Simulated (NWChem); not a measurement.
Molecule: C2HCl2, doublet; SMILES Cl[C]=CCl

All runs: NWChem. Spin-unrestricted. In the optimisation the excess spin sits in a' (Cs, its own frame). Geometry: optimised at B3LYP/6-31G* (spherical d), spin-unrestricted. No stability test was run on the SCF state. Total energies compare along this basis series because the functional is fixed.

```tsv
level	basis functions	energy (Ha)	highest occupied level (eV)	lowest empty minus highest occupied level, either spin (eV)	dipole (D)	relative time
PBE/STO-3G	29	-985.6177	-4.44	2.26	1.34	1
PBE/def2-SVP	69	-996.2863	-6.01	1.90	0.52	3
PBE/def2-SVPD	102	-996.3067	-6.34	1.86	0.74	8
PBE/def2-TZVP	142	-996.6959	-6.21	1.84	0.64	20
PBE/def2-TZVPP	160	-996.6964	-6.21	1.84	0.63	20
```

The last column is a rough cost ratio, cheapest run = 1.
